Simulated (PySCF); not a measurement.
Compound: cyclo-(Cl2GeO)5.
Bonds: Ge1–Cl2, Ge1–Cl3, Ge1–O4, Ge1–O20, O4–Ge5, Ge5–Cl6, Ge5–Cl7, Ge5–O8, O8–Ge9, Ge9–Cl10, Ge9–Cl11, Ge9–O12, O12–Ge13, Ge13–Cl14, Ge13–Cl15, Ge13–O16, O16–Ge17, Ge17–Cl18, Ge17–Cl19, Ge17–O20.

Method: PBE0-D3(BJ)/def2-SVP geometry optimisation, gas phase (PySCF); density fitting, grid level 1; the optimiser is geomeTRIC in internal coordinates, started from a GFN2-xTB structure with every atom displaced at random (about 0.03 Å).

The end geometry, which sets the zero of energy:
```
atom  x, y, z in Å
Ge1    -1.8426   -1.7932    0.4674
Cl2    -2.9453   -1.6417    2.2631
Cl3    -1.8243   -3.8047   -0.1971
O4     -2.5271   -0.7453   -0.7593
Ge5    -1.5798    0.1648   -1.9265
Cl6    -2.9315    0.8395   -3.4019
Cl7    -0.0617   -1.0635   -2.7773
O8     -0.7889    1.5456   -1.2091
Ge9    -0.5401    2.2914    0.3501
Cl10   -2.0310    1.7205    1.7429
Cl11   -0.5576    4.3887    0.0537
O12     1.0022    1.8038    1.0196
Ge13    2.4854    1.2536    0.2679
Cl14    2.6588    2.0064   -1.7066
Cl15    4.0893    1.8823    1.4968
O16     2.4761   -0.4949    0.1781
Ge17    1.4270   -1.7127    0.8563
Cl18    1.7880   -3.5029   -0.2075
Cl19    1.7869   -1.9722    2.9297
O20    -0.2213   -1.1513    0.6592
```

Question: These geometries come from the run, each turned onto the end geometry. Order them by energy, lowest first.
A.
```
atom  x, y, z in Å
Ge1    -1.8741   -1.8172    0.4495
Cl2    -3.0497   -1.6064    2.1904
Cl3    -1.8239   -3.8532   -0.1327
O4     -2.5244   -0.8386   -0.8508
Ge5    -1.6096    0.1870   -1.9434
Cl6    -2.9389    0.7818   -3.4696
Cl7     0.0573   -0.8674   -2.7422
O8     -1.0312    1.6198   -1.1456
Ge9    -0.5661    2.3282    0.3766
Cl10   -1.7760    1.5761    1.9505
Cl11   -0.8401    4.4135    0.1746
O12     1.1105    2.0384    0.7418
Ge13    2.5621    1.2459    0.1904
Cl14    3.0090    1.8242   -1.7955
Cl15    4.0920    1.8332    1.5286
O16     2.4093   -0.4902    0.2075
Ge17    1.3847   -1.7229    0.8838
Cl18    1.7574   -3.5107   -0.1722
Cl19    1.7806   -1.9598    2.9529
O20    -0.2664   -1.1677    0.7046
```
B.
```
atom  x, y, z in Å
Ge1    -1.8386   -1.9361    0.4182
Cl2    -3.1527   -1.5990    2.0461
Cl3    -1.8353   -3.9300   -0.1937
O4     -2.3953   -0.9560   -0.9376
Ge5    -1.6248    0.2093   -1.9641
Cl6    -3.0328    0.8551   -3.3813
Cl7     0.1300   -0.6517   -2.7943
O8     -1.1298    1.6372   -1.0776
Ge9    -0.6012    2.3755    0.4073
Cl10   -1.5560    1.6169    2.1111
Cl11   -0.8831    4.4384    0.1280
O12     1.1260    2.1259    0.5968
Ge13    2.5455    1.2641    0.1155
Cl14    3.0491    1.6185   -1.8834
Cl15    4.0681    1.8610    1.4832
O16     2.3828   -0.4778    0.3134
Ge17    1.4027   -1.7370    0.9800
Cl18    1.7534   -3.4906   -0.1259
Cl19    1.7387   -1.9627    3.0522
O20    -0.2842   -1.2468    0.8055
```
C.
```
atom  x, y, z in Å
Ge1    -1.8680   -1.8609    0.4268
Cl2    -3.1482   -1.5467    2.0856
Cl3    -1.8383   -3.9016   -0.1142
O4     -2.4426   -0.9271   -0.9318
Ge5    -1.6082    0.2054   -1.9632
Cl6    -2.9568    0.8236   -3.4649
Cl7     0.1351   -0.7221   -2.7688
O8     -1.1039    1.6273   -1.1011
Ge9    -0.5869    2.3309    0.3968
Cl10   -1.5884    1.4977    2.0635
Cl11   -0.9198    4.4153    0.2364
O12     1.1255    2.1030    0.6296
Ge13    2.5615    1.2620    0.1346
Cl14    3.0370    1.6844   -1.8816
Cl15    4.1014    1.8782    1.4578
O16     2.3904   -0.4737    0.2849
Ge17    1.3809   -1.7135    0.9491
Cl18    1.7152   -3.4925   -0.1473
Cl19    1.7633   -1.9799    3.0169
O20    -0.2868   -1.1954    0.7905
```
D.
```
atom  x, y, z in Å
Ge1    -1.8506   -1.8192    0.4480
Cl2    -2.9452   -1.7240    2.2513
Cl3    -1.7968   -3.8165   -0.2520
O4     -2.5564   -0.7590   -0.7568
Ge5    -1.6276    0.1803   -1.9206
Cl6    -2.9887    0.7895   -3.4138
Cl7    -0.0454   -0.9635   -2.7654
O8     -0.9421    1.6082   -1.1908
Ge9    -0.5532    2.3233    0.3544
Cl10   -1.9218    1.6872    1.8462
Cl11   -0.6752    4.4185    0.1003
O12     1.0674    1.9249    0.8554
Ge13    2.5410    1.2338    0.2230
Cl14    2.9346    1.9189   -1.7388
Cl15    4.0689    1.8110    1.5707
O16     2.4323   -0.5083    0.1430
Ge17    1.4076   -1.7176    0.8720
Cl18    1.8005   -3.5421   -0.1077
Cl19    1.7484   -1.8708    2.9583
O20    -0.2353   -1.1605    0.6226
```
E.
```
atom  x, y, z in Å
Ge1    -1.8484   -1.7958    0.4804
Cl2    -2.8838   -1.6686    2.3191
Cl3    -1.8561   -3.8068   -0.1894
O4     -2.5500   -0.7332   -0.7238
Ge5    -1.6110    0.1538   -1.9171
Cl6    -2.9677    0.7963   -3.4038
Cl7    -0.0956   -1.0787   -2.7697
O8     -0.8173    1.5572   -1.2429
Ge9    -0.5461    2.2909    0.3177
Cl10   -2.0234    1.7293    1.7279
Cl11   -0.5389    4.3912    0.0313
O12     0.9907    1.7856    0.9809
Ge13    2.5033    1.2554    0.2802
Cl14    2.8027    2.0948   -1.6454
Cl15    4.0425    1.8210    1.6158
O16     2.4657   -0.4888    0.1072
Ge17    1.4312   -1.6988    0.8231
Cl18    1.7934   -3.5145   -0.2015
Cl19    1.7909   -1.9186    2.9018
O20    -0.2197   -1.1576    0.6076
```

Answer: E (0.005 eV), D (0.030 eV), A (0.069 eV), C (0.129 eV), B (0.231 eV).

In the order of the answer:

| step | E above end (eV) | largest force (eV/Å) | rms force component (eV/Å) | rms distance from end (Å) | rms bond change (Å) | bond most changed (Å) |
| --- | --- | --- | --- | --- | --- | --- |
| 12 | 0.005 | 0.10 | 0.028 | 0.067 | 0.001 | Ge17–Cl18 +0.003 |
| 8 | 0.030 | 0.20 | 0.060 | 0.118 | 0.003 | Ge9–O12 -0.008 |
| 6 | 0.069 | 0.18 | 0.052 | 0.192 | 0.005 | Ge9–O12 -0.010 |
| 2 | 0.129 | 0.27 | 0.090 | 0.283 | 0.007 | O12–Ge13 -0.015 |
| 1 | 0.231 | 1.09 | 0.318 | 0.304 | 0.016 | Ge1–Cl3 -0.033 |

The cost below is that of the whole optimisation. Hardware: an Intel Xeon 6975P-C with 2 threads, no GPU, shared host with 32 logical CPUs at a one-minute load of 14. Cost: 53 min wall, 1.8 h CPU, 5.6 GiB resident at most.
